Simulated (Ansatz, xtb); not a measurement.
Relative energy of two isomers of AlCl2H6NSi2

Structure I is `[SiH3][N]([AlH][Cl])[SiH2]Cl`, a singlet and structure II is `[SiH3][N]([SiH3])[Al]([Cl])[Cl]`, a singlet. Both are isolated molecules in the gas phase, relaxed with PBE0-D4/def2-SVP; the shapes shown needn't be the lowest conformers.

I (Å):

```xyz
12

Al    0.4554   -0.1795   -1.6353
Cl    1.7071   -1.2853   -2.9090
Cl    0.5201    0.6932    2.6516
N     0.1844   -0.9134   -0.0184
Si    0.9701   -2.4353    0.4321
Si   -0.7357   -0.0744    1.1889
H     2.4552   -2.2993    0.4346
H     0.5076   -2.7885    1.8077
H     0.5808   -3.5225   -0.5122
H    -0.1907    1.1778   -2.0861
H    -1.4382    1.0719    0.5496
H    -1.6930   -0.9792    1.8789
```

II (Å):

```yaml
atoms:
  - { symbol: Al, position_ang: [-1.8901, 0.7391, 0.7598] }
  - { symbol: Cl, position_ang: [-3.0528, 2.2984, 0.0041] }
  - { symbol: Cl, position_ang: [-2.0607, 0.2176, 2.7732] }
  - { symbol: N, position_ang: [-0.7648, -0.1354, -0.3025] }
  - { symbol: Si, position_ang: [-0.0319, -1.6655, 0.1764] }
  - { symbol: Si, position_ang: [-0.3213, 0.4806, -1.8935] }
  - { symbol: H, position_ang: [1.3279, -1.4677, 0.7637] }
  - { symbol: H, position_ang: [-0.9024, -2.3482, 1.1764] }
  - { symbol: H, position_ang: [0.0997, -2.5308, -1.0361] }
  - { symbol: H, position_ang: [-1.1685, -0.1120, -2.9724] }
  - { symbol: H, position_ang: [-0.4665, 1.9646, -1.9170] }
  - { symbol: H, position_ang: [1.1049, 0.1199, -2.1621] }
```

Task: Which of the two would you expect CCSD(T)/def2-SVP + ΔMP2/def2-TZVPP electronic energies to favour?

Result: Structure II; the calculation gives E(II) − E(I) = −11.4 kcal/mol.

How the difference moves with the method:

```
                             level          geometry  E(II) − E(I) (kcal/mol)  departure from the last row (kcal/mol)  job, with rough time for the two
                  PBE0-D4/def2-SVP  PBE0-D4/def2-SVP                     −11.9                                    −0.5             optimisation, 3.1 min
                       HF/def2-SVP  PBE0-D4/def2-SVP                     −13.5                                    −2.1           part of the CCSD(T) run
                      MP2/def2-SVP  PBE0-D4/def2-SVP                     −13.4                                    −2.0           part of the CCSD(T) run
                  CCSD(T)/def2-SVP  PBE0-D4/def2-SVP                     −13.4                                    −2.0                      single point
CCSD(T)/def2-SVP + ΔMP2/def2-TZVPP  PBE0-D4/def2-SVP                     −11.4                                                        single point, 74 s
```

As drawn, II has 1 Al–Cl, 1 Si–H in place of 1 Cl–Si, 1 Al–H.

The levels shown agree on the order. The largest departure from CCSD(T)/def2-SVP + ΔMP2/def2-TZVPP is that of HF/def2-SVP, 2.1 kcal/mol. Levels run at GFN2-xTB geometries aren't shown. The last row adds to CCSD(T) the change of the MP2 difference between the two basis sets, here +2.0 kcal/mol.

With thermal terms from frequencies at re-optimised GFN2-xTB minima (ideal gas, soft modes damped towards free rotors, one conformer each, 298.15 K, 1 atm): on the last row, ΔE + ΔZPE = −10.9, ΔH = −10.8, ΔG = −10.7 kcal/mol.

The correlated steps freeze 26 core orbitals. Codes used: Ansatz 0.2.0, xtb 6.7.1; the last row on 2 threads of Arm Neoverse V2 on a shared host.
